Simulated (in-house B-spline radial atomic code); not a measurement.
The numbers below are computed, except where a source is named.
## C6 from the polarisability at imaginary frequency: B3+

BP86 linear response of the closed shell 1s2, from an all-electron radial atomic-structure program (B-spline basis); scalar-relativistic (spin-free one-electron X2C), finite nucleus, no spin-orbit coupling.

The dispersion coefficient of two like species is C6 = (3/π) ∫ α(iu)² du from 0 to ∞.

```csv
u (hartree),α(iu) (bohr³)
0,0.02036
0.24,0.02034
0.56,0.02027
0.96,0.02009
1.6,0.01964
2.4,0.01881
3.6,0.0172
5.6,0.01421
8,0.01097
12,0.007193
20,0.003545
40,0.001097
```

Q: Fit one oscillator, α(iu) = α(0)/(1 + u²/ω²), through u = 2.4 and estimate C6.

A: From α(0)/α(iu) − 1 = 0.02036/0.01881 − 1 = 0.0824, ω = u/√0.0824 = 8.3606 hartree (227.5 eV). London's formula gives C6 = (3/4) α(0)² ω = 0.75 × 0.02036² × 8.3606 = 0.002599 hartree·bohr⁶, and the oscillator holds f = α(0) ω² = 1.42 electrons, of a sum of oscillator strengths of 2.0.

Q: How does that compare with the full integral?

A: The program's quadrature over all excitations gives C6 = 0.002723, so the single oscillator is off by -4.6 %. At the last point the fit gives α = 0.000852 against 0.0011: higher excitations, and deeper shells where there are any, keep the true curve higher at large u.
